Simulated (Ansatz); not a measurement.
Z-matrix (Å, degrees):
```
B
F 1 1.329
Al 1 2.159 2 120.2
O 1 1.353 2 114.9 3 180.0
F 3 1.651 1 119.3 2 -0.6
H 3 1.586 1 124.5 2 179.5
H 4 0.959 1 114.4 2 -179.9
```

Charge 0, multiplicity 1.

(1) List the B3LYP/def2-TZVPP orbital energies in eV (Ansatz). (Best estimate.)

Answers

(1) Computed: Occupied: -1524.97, -671.81, -670.68, -521.71, -185.70, -112.94, -73.69, -73.51, -73.45, -33.10, -31.22, -28.82, -16.48, -14.46, -13.11, -12.79, -12.42, -11.69, -11.28, -11.25, -10.44, -10.01, -7.79. Lowest empty: -2.37, -0.45, 0.25, 0.66, 1.11, 2.19, 2.66, 3.34.

B3LYP here is the variant with VWN-RPA as its local correlation; programs differ in this.
